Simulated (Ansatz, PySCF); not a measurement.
This PySCF input computes a PBE/def2-TZVPD energy:

```python
from pyscf import gto, scf, dft

mol = gto.M(
    atom='''
    C    -2.17503308   -0.29959805    0.07444325
    Si   -0.47482647   -0.04791916    0.01223058
    Cl    0.49155169   -1.22487929   -1.45678831
    Cl    0.48861217    1.85441152   -0.42768790
    Cl    0.49996816   -0.46603415    1.84310296
    H    -2.72995297    0.05048894    0.93850926
    H    -2.73452241   -0.36149959   -0.85305173
    ''',
    basis='def2-tzvpd',
    charge=-1,
    spin=0,
    verbose=4,
)

mf = dft.RKS(mol, xc='pbe').density_fit(auxbasis='def2-universal-jkfit')
mf.grids.level = 3
mf.conv_tol = 1e-9
mf.max_cycle = 100
mf.max_memory = 1500
mf.kernel()
if not mf.converged:
    mf = mf.newton()
    mf.kernel(mf.make_rdm1())
mf.analyze()
```

### Question
Write an input for the same energy in Ansatz (a quantum-chemistry and plane-wave program) and say what it gives.

### Answer

Ansatz 0.2 input:
```yaml
crystal:
  periodic: [false, false, false]
  atoms:
    - {symbol: C, position_ang: [-2.17503308, -0.29959805, 0.07444325]}
    - {symbol: Si, position_ang: [-0.47482647, -0.04791916, 0.01223058]}
    - {symbol: Cl, position_ang: [0.49155169, -1.22487929, -1.45678831]}
    - {symbol: Cl, position_ang: [0.48861217, 1.85441152, -0.42768790]}
    - {symbol: Cl, position_ang: [0.49996816, -0.46603415, 1.84310296]}
    - {symbol: H, position_ang: [-2.72995297, 0.05048894, 0.93850926]}
    - {symbol: H, position_ang: [-2.73452241, -0.36149959, -0.85305173]}
basis:
  gaussian:
    orbitals: def2-TZVPD
hamiltonian:
  xc: {name: PBE}
total_charge: -1
output: {forces: true}
```
It gives -1708.89366 Eh, and PySCF -1708.89374 Eh, a difference of 0.08 mEh, from the treatment of integrals and grids.

It need not be the lowest isomer of its formula. Whether it binds its extra electron was not tested at this geometry.
